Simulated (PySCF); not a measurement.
# How methods differ on the ionisation energy of Xe³⁶⁺

Xe³⁶⁺ [Ar] (1S) → Xe³⁷⁺ [Ne] 3s2 3p5 (2P), as a difference of total energies. All numbers are calculated (PySCF 2.14, the spin-free X2C one-electron Hamiltonian (Gaussian nucleus), in an uncontracted even-tempered set (18 s from 6.2 bohr⁻², ratio 2.5; 12 p from 8.1 bohr⁻², ratio 2.5; 5 d from 37 bohr⁻², ratio 2.7; 4 f from 55 bohr⁻², ratio 2.7)). Correlated levels: outer shells: 1s2 frozen; virtual orbitals above 40 to 60 times the deepest correlated orbital energy dropped. The calculations carry no spin-orbit coupling.

| method | ionisation energy (eV) |
| --- | --- |
| UHF | 2581.7 |
| MP2 (outer shells) | 2582.7 |
| SCS-MP2 (outer shells) | 2582.6 |
| CCSD (outer shells) | 2582.6 |
| CCSD(T) (outer shells) | 2582.6 |

A first-order spin-orbit estimate (lowest level to lowest level, LS coupling) adds -24.697 eV.

Breit and QED terms and the two-electron picture change are absent.

For comparison: 2556 ± 5 eV (theoretical estimate listed by NIST; NIST Atomic Spectra Database, ionization energies).
